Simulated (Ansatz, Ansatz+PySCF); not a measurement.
```xyz
3

H     0.0000    0.2792   -1.2195
S     0.0000   -0.6413   -0.0420
O     0.0000    0.3622    1.2615
```

Basis set: def2-SVP (spherical functions). Left uncorrelated: 6 orbitals. Correlation on ROHF uses semicanonical orbitals with singles. Charge 0, multiplicity 2.

Computed with Ansatz (development build ahead of 0.2.0); each method stands on the lowest determinant of its kind that the runs found.

The atomization energy at this shape (free ground-state atoms in the same class of orbitals less the molecule, no zero-point energy) of doublet HSO:

```tsv
method	atomization energy
UHF-CCSD(T)	6.42 eV
UHF-MP2	6.14 eV
ROHF-MP2	6.11 eV
ROHF	3.39 eV
```

**Question.** What does UHF give?

**Answer.** 3.32 eV. Caution: the shape is not the minimum.
